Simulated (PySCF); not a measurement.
## A small calculation by hand: oscillator strength and radiative lifetime

B(NMe2)(OH)(SH) (C2H8BNOS), SMILES CN(C)B(O)S.

Coordinates come from a r2SCAN-D4/def2-SVP optimisation. The values are those of a single conformer.

TDA-PBE/def2-SVPD run with PySCF 2.14.0 puts the first singlet state with f over 0.02 at 5.52 eV (vertical), with the transition dipole (-0.055, -0.105, 0.415) in atomic units.

Q: Find the oscillator strength, the wavelength and the radiative lifetime that this transition would have in vacuum if emission retraced absorption.

A: 
|μ|² = 0.1863 au, so |μ| = 1.10 D. ΔE = 5.52/27.211 = 0.2029 hartree. f = (2/3) ΔE |μ|² = 0.025 (the program prints 0.025).
λ = 1239.84/5.52 = 225 nm; ν = 44522 cm⁻¹.
Einstein's coefficient A = 0.6670 ν² f s⁻¹ (ν in cm⁻¹) = 3.3e7 s⁻¹, so τ = 1/A = 30 ns. This state is S2; the lower singlet has f = 0.009. The figure is the radiative limit of this one transition; relaxation, internal conversion, crossing to triplets and a medium change what is measured.
